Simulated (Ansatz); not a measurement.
Ansatz (a quantum-chemistry and plane-wave program) input:
A basis named .json is the Basis Set Exchange file of that set.

Ansatz 0.2 input:
```yaml
crystal:
  periodic: [false, false, false]
  atoms:
    - {symbol: Be, position_ang: [0.00000000, 0.00000000, -0.00000000]}
    - {symbol: C, position_ang: [-0.27352478, -0.59035674, 1.55645069]}
    - {symbol: C, position_ang: [0.05687014, -2.08050784, 1.77891355]}
    - {symbol: H, position_ang: [-1.32375813, -0.41033061, 1.82279788]}
    - {symbol: H, position_ang: [0.29999787, 0.01645359, 2.27002852]}
    - {symbol: H, position_ang: [-0.14217595, -2.39927100, 2.80577829]}
    - {symbol: H, position_ang: [-0.53203519, -2.72589456, 1.12252770]}
    - {symbol: H, position_ang: [1.10878650, -2.29462485, 1.57445874]}
    - {symbol: C, position_ang: [0.27352478, 0.59035674, -1.55645069]}
    - {symbol: C, position_ang: [-0.05687014, 2.08050784, -1.77891355]}
    - {symbol: H, position_ang: [-0.29999787, -0.01645359, -2.27002852]}
    - {symbol: H, position_ang: [1.32375813, 0.41033061, -1.82279788]}
    - {symbol: H, position_ang: [0.14217595, 2.39927100, -2.80577829]}
    - {symbol: H, position_ang: [-1.10878650, 2.29462485, -1.57445874]}
    - {symbol: H, position_ang: [0.53203519, 2.72589456, -1.12252770]}
basis:
  gaussian:
    orbitals: def2-TZVPP
    fitting: {mean_field: def2-universal-jkfit, correlation: def2-TZVPP-RIFIT.json}
magnetization: {spin_polarized: false}
correlation: {method: mp2, electrons: outside_noble_gas}
```

Task: Which total energy does the run end on?

Result: -172.73808 Eh (RI-MP2/def2-TZVPP). The basis has 283 functions.
